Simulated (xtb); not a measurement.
xtb job for C₂HF₄, SMILES F[CH]C(F)(F)F, multiplicity 2, GFN2-xTB. 

```
$ xtb mol.xyz --gfn 2 --sp --chrg 0 --uhf 1 --json
$ cat mol.xyz
7

F      1.81004210    -0.90266844    -0.20038552
C      1.11549583     0.22216349    -0.25549235
C     -0.34009271     0.17244145     0.02690346
F     -0.62634628     0.01676587     1.34128069
F     -0.96913288    -0.82448741    -0.60556644
F     -0.91727247     1.32083892    -0.34673975
H      1.67196713     1.13832977    -0.32576761
```

It prints:

```
[banner left out]
          |                Calculation Setup                |
           -------------------------------------------------



           -------------------------------------------------
          |                 G F N 2 - x T B                 |
           -------------------------------------------------

        Reference                      10.1021/acs.jctc.8b01176
      * Hamiltonian:
        H0-scaling (s, p, d)           1.850000    2.230000    2.230000
        zeta-weighting                 0.500000
      * Dispersion:
        s8                             2.700000
        a1                             0.520000
        a2                             5.000000
        s9                             5.000000
      * Repulsion:
        kExp                           1.500000    1.000000
        rExp                           1.000000
      * Coulomb:
        alpha                          2.000000
        third order                    shell-resolved
        anisotropic                    true
        a3                             3.000000
        a5                             4.000000
        cn-shift                       1.200000
        cn-exp                         4.000000
        max-rad                        5.000000


          ...................................................
          :                      SETUP                      :
          :.................................................:
          :  # basis functions                  25          :
          :  # atomic orbitals                  25          :
          :  # shells                           13          :
          :  # electrons                        37          :
          :  max. iterations                   250          :
          :  Hamiltonian                  GFN2-xTB          :
          :  restarted?                      false          :
          :  GBSA solvation                  false          :
          :  PC potential                    false          :
          :  electronic temp.          300.0000000     K    :
          :  accuracy                    1.0000000          :
          :  -> integral cutoff          0.2500000E+02      :
          :  -> integral neglect         0.1000000E-07      :
          :  -> SCF convergence          0.1000000E-05 Eh   :
          :  -> wf. convergence          0.1000000E-03 e    :
          :  Broyden damping             0.4000000          :
          :  net charge                          0          :
          :  unpaired electrons                  1          :
          ...................................................

 iter      E             dE          RMSdq      gap      omega  full diag
   1    -23.6693547 -0.236694E+02  0.509E+00   11.02       0.0  T
   2    -23.7108582 -0.415035E-01  0.271E+00   10.62       1.0  T
   3    -23.7124655 -0.160730E-02  0.136E+00   10.81       1.0  T
   4    -23.7131097 -0.644214E-03  0.148E-01   10.73       1.0  T
   5    -23.7131247 -0.150566E-04  0.494E-02   10.72       1.0  T
   6    -23.7131281 -0.335357E-05  0.225E-02   10.72       1.7  T
   7    -23.7131282 -0.956060E-07  0.327E-03   10.72      11.5  T
   8    -23.7131282 -0.372069E-07  0.857E-04   10.72      44.1  T
   9    -23.7131282 -0.878295E-09  0.188E-04   10.72     200.9  T

   *** convergence criteria satisfied after 9 iterations ***

         #    Occupation            Energy/Eh            Energy/eV
      -------------------------------------------------------------
         1        2.0000           -0.9042395             -24.6056
       ...           ...                  ...                  ...
        13        2.0000           -0.5684713             -15.4689
        14        2.0000           -0.5654985             -15.3880
        15        2.0000           -0.5571715             -15.1614
        16        2.0000           -0.5549650             -15.1014
        17        2.0000           -0.5529177             -15.0457
        18        2.0000           -0.5174263             -14.0799
        19        1.0000           -0.4111585             -11.1882 (HOMO)
        20                         -0.0172609              -0.4697 (LUMO)
        21                         -0.0084634              -0.2303
        22                          0.0457097               1.2438
        23                          0.0981073               2.6696
        24                          0.1794135               4.8821
        25                          0.2410594               6.5596
      -------------------------------------------------------------
                  HL-Gap            0.3938977 Eh           10.7185 eV
             Fermi-level           -0.3392511 Eh           -9.2315 eV

 SCC (total)                   0 d,  0 h,  0 min,  0.003 sec
 SCC setup                      ...        0 min,  0.000 sec (  2.643%)
 Dispersion                     ...        0 min,  0.000 sec (  1.195%)
 classical contributions        ...        0 min,  0.000 sec (  0.591%)
 integral evaluation            ...        0 min,  0.000 sec ( 13.512%)
 iterations                     ...        0 min,  0.002 sec ( 53.320%)
 molecular gradient             ...        0 min,  0.001 sec ( 24.866%)
 printout                       ...        0 min,  0.000 sec (  3.639%)

         :::::::::::::::::::::::::::::::::::::::::::::::::::::
         ::                     SUMMARY                     ::
         :::::::::::::::::::::::::::::::::::::::::::::::::::::
         :: total energy             -23.632613720590 Eh    ::
         :: gradient norm              0.000281712204 Eh/a0 ::
         :: HOMO-LUMO gap             10.718501589165 eV    ::
         ::.................................................::
         :: SCC energy               -23.713127751216 Eh    ::
         :: -> isotropic ES            0.047271637327 Eh    ::
         :: -> anisotropic ES          0.003330277844 Eh    ::
         :: -> anisotropic XC         -0.021830409456 Eh    ::
         :: -> dispersion             -0.002829095854 Eh    ::
         :: repulsion energy           0.080514030625 Eh    ::
         :: add. restraining           0.000000000000 Eh    ::
         :: total charge               0.000000000000 e     ::
         :::::::::::::::::::::::::::::::::::::::::::::::::::::

           -------------------------------------------------
          |                Property Printout                |
           -------------------------------------------------

    * Orbital Energies and Occupations

         #    Occupation            Energy/Eh            Energy/eV
      -------------------------------------------------------------
         1        2.0000           -0.9042395             -24.6056
       ...           ...                  ...                  ...
         7        2.0000           -0.6491119             -17.6632
         8        2.0000           -0.6462667             -17.5858
         9        2.0000           -0.6431971             -17.5023
        10        2.0000           -0.6093333             -16.5808
        11        2.0000           -0.5944934             -16.1770
        12        2.0000           -0.5695546             -15.4984
        13        2.0000           -0.5684713             -15.4689
        14        2.0000           -0.5654985             -15.3880
        15        2.0000           -0.5571715             -15.1614
        16        2.0000           -0.5549650             -15.1014
        17        2.0000           -0.5529177             -15.0457
        18        2.0000           -0.5174263             -14.0799
        19        1.0000           -0.4111585             -11.1882 (HOMO)
        20                         -0.0172609              -0.4697 (LUMO)
Note: The following floating-point exceptions are signalling: IEEE_UNDERFLOW_FLAG IEEE_DENORMAL
normal termination of xtb
        21                         -0.0084634              -0.2303
        22                          0.0457097               1.2438
        23                          0.0981073               2.6696
        24                          0.1794135               4.8821
        25                          0.2410594               6.5596
      -------------------------------------------------------------
                  HL-Gap            0.3938977 Eh           10.7185 eV
             Fermi-level           -0.3392511 Eh           -9.2315 eV

     #   Z          covCN         q      C6AA      α(0)
     1   9 F        0.785    -0.105    10.302     3.791
     2   6 C        2.694     0.063    26.558     8.434
     3   6 C        3.330     0.490    17.319     6.604
     4   9 F        0.790    -0.192    11.157     3.946
     5   9 F        0.791    -0.180    11.026     3.922
     6   9 F        0.792    -0.190    11.132     3.941
     7   1 H        0.926     0.114     1.663     2.017

 Mol. C6AA /au·bohr⁶  :        556.886690
 Mol. C8AA /au·bohr⁸  :      11713.844893
 Mol. α(0) /au        :         32.655919


Wiberg/Mayer (AO) data.
largest (>0.10) Wiberg bond orders for each atom

 ---------------------------------------------------------------------------
     #   Z sym  total        # sym  WBO       # sym  WBO       # sym  WBO
 ---------------------------------------------------------------------------
     1   9 F    1.257 --     2 C    1.200
     2   6 C    3.254 --     1 F    1.200     3 C    0.994     7 H    0.956
     3   6 C    3.863 --     2 C    0.994     5 F    0.960     6 F    0.957
                             4 F    0.930
     4   9 F    1.084 --     3 C    0.930
     5   9 F    1.097 --     3 C    0.960
     6   9 F    1.084 --     3 C    0.957
     7   1 H    0.987 --     2 C    0.956
 ---------------------------------------------------------------------------

Topologies differ in total number of bonds
Writing topology from bond orders to xtbtopo.mol

molecular dipole:
                 x           y           z       tot (Debye)
 q only:        0.704       0.410      -0.194
   full:        0.806       0.479      -0.188       2.431
molecular quadrupole (traceless):
                xx          xy          yy          xz          yz          zz
 q only:        0.369       2.488      -0.055      -0.271      -0.373      -0.314
  q+dip:        1.331       3.949      -0.754      -0.507      -0.422      -0.577
   full:        0.783       3.559      -0.629      -0.322      -0.384      -0.154


           -------------------------------------------------
          | TOTAL ENERGY              -23.632613720590 Eh   |
          | GRADIENT NORM               0.000281712204 Eh/α |
          | HOMO-LUMO GAP              10.718501589165 eV   |
           -------------------------------------------------

------------------------------------------------------------------------
------------------------------------------------------------------------
 total:
 SCF:
```

The run converged.

Cost: roughly 0.03 core-seconds.
